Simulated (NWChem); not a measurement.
System: C$_{4}$H$_{4}$F$_{2}$; SMILES C(=C\F)(/C=C)F

Here is an NWChem input.

```
start job
memory heap 200 mb stack 900 mb global 1100 mb
geometry units angstroms noautoz
  C     -0.047024     2.459461     0.000000
  C     -0.689467     1.270660     0.000000
  C     -0.015489    -0.013773     0.000000
  F      1.330908     0.005879     0.000000
  C     -0.663795    -1.205565     0.000000
  F     -0.012885    -2.372273     0.000000
  H      1.052101     2.507973     0.000000
  H     -0.604923     3.406485     0.000000
  H     -1.791321     1.228092     0.000000
  H     -1.761594    -1.285248     0.000000
end
basis spherical
  C library aug-cc-pvdz
  F library aug-cc-pvdz
  H library aug-cc-pvdz
end
dft
  xc pbe0
  iterations 150
  semidirect filesize 400000000
  mulliken
end
task dft energy
```

Output (shortened):

```
             Northwest Computational Chemistry Package (NWChem) 7.3.0
             --------------------------------------------------------

 CS  symmetry detected

                             Geometry "geometry" -> ""
                             -------------------------

 Output coordinates in angstroms (scale by  1.889725989 to convert to a.u.)

  No.       Tag          Charge          X              Y              Z
 ---- ---------------- ---------- -------------- -------------- --------------
    1 C                    6.0000    -0.04695032     2.46774147     0.00000000
    2 C                    6.0000    -0.69216904     1.28044470     0.00000000
    3 C                    6.0000    -0.02119379    -0.00555946     0.00000000
    4 F                    9.0000     1.32524545     0.01094681     0.00000000
    5 C                    6.0000    -0.67228248    -1.19583352     0.00000000
    6 F                    9.0000    -0.02410012    -2.36405910     0.00000000
    7 H                    1.0000     1.05228503     2.51368538     0.00000000
    8 H                    1.0000    -0.60263520     3.41606634     0.00000000
    9 H                    1.0000    -1.79411949     1.24045115     0.00000000
   10 H                    1.0000    -1.77026465    -1.27295144     0.00000000

 Effective nuclear repulsion energy (a.u.)     218.1158447574

      Symmetry information
      --------------------

 Group name             Cs
 Group number              2
 Group order               2
 No. of unique centers    10

                                 NWChem DFT Module
                                 -----------------

 Summary of "ao basis" -> "ao basis" (spherical)
 ------------------------------------------------------------------------------
       Tag                 Description            Shells   Functions and Types
 ---------------- ------------------------------  ------  ---------------------
 C                        aug-cc-pvdz                9       23   4s3p2d
 F                        aug-cc-pvdz                9       23   4s3p2d
 H                        aug-cc-pvdz                5        9   3s2p

      Symmetry analysis of basis
      --------------------------

        a'        124
        a"         50

            General Information
            -------------------
          SCF calculation type: DFT
          Wavefunction type:  closed shell.
          No. of atoms     :    10
          No. of electrons :    46
           Alpha electrons :    23
            Beta electrons :    23
          Charge           :     0
          Spin multiplicity:     1
          Use of symmetry is: on ; symmetry adaption is: on
          Maximum number of iterations: 150
          AO basis - number of functions:   174
                     number of shells:    74
          Convergence on energy requested:  1.00D-06
          Convergence on density requested:  1.00D-05
          Convergence on gradient requested:  5.00D-04

              XC Information
              --------------
                         PBE0 Method XC Functional
                     Hartree-Fock (Exact) Exchange  0.250
          PerdewBurkeErnzerhof Exchange Functional  0.750
            Perdew 1991 LDA Correlation Functional  1.000 local
           PerdewBurkeErnz. Correlation Functional  1.000 non-local

             Grid Information
             ----------------
          Grid used for XC integration:  medium
          Radial quadrature: Mura-Knowles
          Angular quadrature: Lebedev.
          Tag              B.-S. Rad. Rad. Pts. Rad. Cut. Ang. Pts.
          ---              ---------- --------- --------- ---------
          C                   0.70       49          16.0       434
          F                   0.50       49          17.0       434
          H                   0.35       45          16.0       434
          Grid pruning is: on
          Number of quadrature shells:   474
          Spatial weights used:  Erf1

      Superposition of Atomic Density Guess
      -------------------------------------

 Sum of atomic energies:        -351.44259529

      Non-variational initial energy
      ------------------------------

 Total energy =    -354.210505
 1-e energy   =    -914.988050
 2-e energy   =     342.661700
 HOMO         =      -0.234909
 LUMO         =      -0.025301

      Symmetry analysis of molecular orbitals - initial
      -------------------------------------------------

  Numbering of irreducible representations:

     1 a'          2 a"

  Orbital symmetries:

     1 a'          2 a'          3 a'          4 a'          5 a'
     6 a'          7 a'          8 a'          9 a'         10 a'
    11 a'         12 a'         13 a'         14 a'         15 a"
    16 a'         17 a"         18 a'         19 a'         20 a'
    21 a'         22 a"         23 a"         24 a"         25 a'
    26 a'         27 a'         28 a'         29 a'         30 a"
    31 a"         32 a'         33 a'

------------------------------------------------------------
EAF file 0: "./job.aoints.0" size=357040128 bytes
------------------------------------------------------------
               write      read    awrite     aread      wait
               -----      ----    ------     -----      ----
     calls:      681         0         0         0         0
   data(b): 3.57e+08  0.00e+00  0.00e+00  0.00e+00
   time(s): 0.00e+00  0.00e+00  0.00e+00  0.00e+00  0.00e+00
rate(mb/s): 0.00e+00  0.00e+00
------------------------------------------------------------

     ---------------------------------------------
      Total Density - Mulliken Population Analysis
     ---------------------------------------------

    Atom       Charge   Shell Charges
 -----------   ------   -------------------------------------------------------
    1 C    6     5.99   2.01  0.73  1.00 -0.21  2.00  0.51  0.07  0.04 -0.16
    2 C    6     5.15   2.01  0.73  0.59 -0.17  1.94 -0.09  0.15  0.07 -0.08
    3 C    6     5.22   2.01  0.69  0.52 -0.07  1.69  0.24  0.17  0.13 -0.16
    4 F    9     9.72   2.00  0.90  1.06  0.17  3.42  2.07  0.09  0.00  0.02
    5 C    6     5.04   2.01  0.70  0.65 -0.19  1.66  0.15  0.06  0.10 -0.11
    6 F    9     9.62   2.00  0.90  1.04  0.13  3.41  2.04  0.06  0.00  0.02
    7 H    1     1.29   0.69  0.59  0.01  0.03 -0.03
    8 H    1     1.27   0.69  0.58 -0.00  0.03 -0.02
    9 H    1     1.44   0.69  0.73  0.03  0.03 -0.03
   10 H    1     1.27   0.69  0.57 -0.01  0.03 -0.00

   convergence    iter        energy       DeltaE   RMS-Dens  Diis-err
 ---------------- ----- ----------------- --------- --------- ---------
 d= 0,ls=0.0,diis     1   -354.0251365833 -5.72D+02  2.22D-02  9.07D-01
 d= 0,ls=0.0,diis     2   -353.9680182772  5.71D-02  9.03D-03  1.60D+00
 d= 0,ls=0.0,diis     3   -354.1193433788 -1.51D-01  2.78D-03  6.54D-02
 d= 0,ls=0.0,diis     4   -354.1245169027 -5.17D-03  1.02D-03  1.34D-02
 d= 0,ls=0.0,diis     5   -354.1260613948 -1.54D-03  2.43D-04  1.30D-03
  Resetting Diis
 d= 0,ls=0.0,diis     6   -354.1262056268 -1.44D-04  7.62D-05  6.26D-05
 d= 0,ls=0.0,diis     7   -354.1262134614 -7.83D-06  3.90D-05  5.18D-06
 d= 0,ls=0.0,diis     8   -354.1262123007  1.16D-06  2.34D-05  1.44D-05
 d= 0,ls=0.0,diis     9   -354.1262141608 -1.86D-06  2.91D-06  1.11D-07
 d= 0,ls=0.0,diis    10   -354.1262141739 -1.31D-08  6.79D-07  5.64D-09

         Total DFT energy =     -354.126214173918
      One electron energy =     -918.393347810155
           Coulomb energy =      389.776483713141
    Exchange-Corr. energy =      -43.625194834299
 Nuclear repulsion energy =      218.115844757394

 Numeric. integr. density =       46.000010342474

                  Occupations of the irreducible representations
                  ----------------------------------------------

                     irrep           alpha         beta
                     --------     --------     --------
                     a'               19.0         19.0
                     a"                4.0          4.0

                       DFT Final Molecular Orbital Analysis
                       ------------------------------------

 Vector   21  Occ=2.000000D+00  E=-3.865017D-01  Symmetry=a'
              MO Center= -1.4D-01,  9.0D-01,  1.1D-17, r^2= 4.3D+00
   Bfn.  Coefficient  Atom+Function         Bfn.  Coefficient  Atom+Function
  ----- ------------  ---------------      ----- ------------  ---------------
   158     -0.343269   9 H  s               149      0.340217   8 H  s
   140     -0.297548   7 H  s                52      0.267229   3 C  py
    75     -0.263320   4 F  py               28      0.225411   2 C  px
   148      0.219601   8 H  s               157     -0.217336   9 H  s
     5     -0.203347   1 C  px              139     -0.202329   7 H  s

 Vector   22  Occ=2.000000D+00  E=-3.390433D-01  Symmetry=a"
              MO Center= -2.0D-01,  8.6D-01,  3.1D-16, r^2= 2.7D+00
   Bfn.  Coefficient  Atom+Function         Bfn.  Coefficient  Atom+Function
  ----- ------------  ---------------      ----- ------------  ---------------
    30      0.364255   2 C  pz               76     -0.264201   4 F  pz
     7      0.262400   1 C  pz               53      0.253585   3 C  pz
    33      0.203490   2 C  pz               79     -0.177915   4 F  pz
    99      0.155977   5 C  pz               10      0.148680   1 C  pz
   122     -0.136926   6 F  pz               56      0.132814   3 C  pz

[...]
```

Level: PBE0/aug-cc-pVDZ. Coordinates come from a PBE-D3(BJ)/def2-SVP optimisation.
